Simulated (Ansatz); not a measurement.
One change: `BN[SiH2]OC` becomes `CO[SiH2][SiH2]N`.

Ansatz, PBE0-D4/def2-TZVP geometries, multiplicity 1. Each molecule was computed in one conformer, which needn't be the lowest.

```tsv
property	`BN[SiH2]OC`
HOMO–LUMO gap (PBE/def2-TZVPP) / eV	5.56
size of the dipole moment (B3LYP/def2-TZVPP) / D	2.08
HOMO–LUMO gap (B3LYP/def2-TZVPP) / eV	7.61
size of the dipole moment (ωB97M-V/def2-TZVPP) / D	2.08
LUMO energy (PBE0/def2-TZVPP) / eV	-0.17
HOMO–LUMO gap (ωB97M-V/def2-TZVPP) / eV	12.27
```

**Question.** What does the change do to each property? (An estimate is asked.)

**Answer.** The calculation gave: 
```json
{"property": "HOMO–LUMO gap (PBE/def2-TZVPP) / eV", "`CO[SiH2][SiH2]N`": "4.79", "shift": "-0.77"}
{"property": "size of the dipole moment (B3LYP/def2-TZVPP) / D", "`CO[SiH2][SiH2]N`": "2.30", "shift": "0.22"}
{"property": "HOMO–LUMO gap (B3LYP/def2-TZVPP) / eV", "`CO[SiH2][SiH2]N`": "6.54", "shift": "-1.07"}
{"property": "size of the dipole moment (ωB97M-V/def2-TZVPP) / D", "`CO[SiH2][SiH2]N`": "2.32", "shift": "0.24"}
{"property": "LUMO energy (PBE0/def2-TZVPP) / eV", "`CO[SiH2][SiH2]N`": "-0.16", "shift": "0.01"}
{"property": "HOMO–LUMO gap (ωB97M-V/def2-TZVPP) / eV", "`CO[SiH2][SiH2]N`": "10.74", "shift": "-1.53"}
```

Dipoles are sizes alone; their direction can turn.

B3LYP here is the variant with VWN-RPA as its local correlation; programs differ in this.
